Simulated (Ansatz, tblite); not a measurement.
Cost and result up the ladder for Si8Sn2H18, an alloyed cluster cut from the lattice of silicon (2 Sn, side) (28 atoms). The state is a singlet with charge 0. Geometry: PBE0-D4/def2-SVP.

```xyz
28

Sn   -0.7203    3.0745    0.3256
Si   -4.0002    0.4949   -0.7871
Si    2.8129    1.1283    0.2534
Si    3.0962   -2.4972   -0.8133
Si   -0.3731   -0.8433   -0.5994
Si    0.5328    0.8618    0.7340
Si   -2.6158   -1.2373   -0.0231
Sn   -3.4582    2.6332    0.5365
Si    0.8387   -2.8254   -0.2647
Si    3.9617   -0.8791    0.6491
H    -0.1767    4.2787    1.4232
H    -0.3483    3.6063   -1.2648
H    -5.4458    0.1285   -0.6480
H    -3.7137    0.7348   -2.2371
H     3.3817    2.2517    1.0648
H     2.9380    1.4846   -1.1963
H     3.8657   -3.7787   -0.7218
H     3.1888   -1.9851   -2.2176
H    -0.2799   -0.4339   -2.0390
H     0.3685    0.4537    2.1678
H    -2.6995   -1.3237    1.4702
H    -3.0527   -2.5536   -0.5904
H    -3.8673    2.3936    2.1869
H    -4.3593    3.9746   -0.0454
H     0.7381   -3.1831    1.1868
H     0.2375   -3.9384   -1.0670
H     3.7130   -1.3138    2.0606
H     5.4370   -0.7064    0.4560
```

Ansatz on 4 threads of Arm Neoverse V2 on a shared host; xTB runs through tblite on one thread. Times are rough, summed over both states, and most runs start from the orbitals of an earlier one. PBE0-D4/def2-SVP serves as the yardstick here, not as an exact answer. The other state is a doublet.

In the def2 sets Sn takes a core potential; there is no spin–orbit coupling. The xTB rows come from tblite.

Raw xTB energies of ions are shifted by several eV.

| level | functions | vertical IE (eV) | difference from PBE0-D4/def2-SVP (eV) |
| --- | --- | --- | --- |
| PBE-D4/def2-SVP | 286 | 7.92 | -0.38 |
| PBE0-D4/def2-SVP | 286 | 8.30 | 0.00 |
| GFN2-xTB | 108 | 10.99 | 2.69 |
| GFN1-xTB | 126 | 12.28 | 3.98 |

(1) Estimate how long each takes.

## Answers

(1) GFN1-xTB 0.074 s; GFN2-xTB 0.085 s; PBE-D4/def2-SVP 26 s; PBE0-D4/def2-SVP 66 s. On shared hardware such times vary by a factor of up to 3.
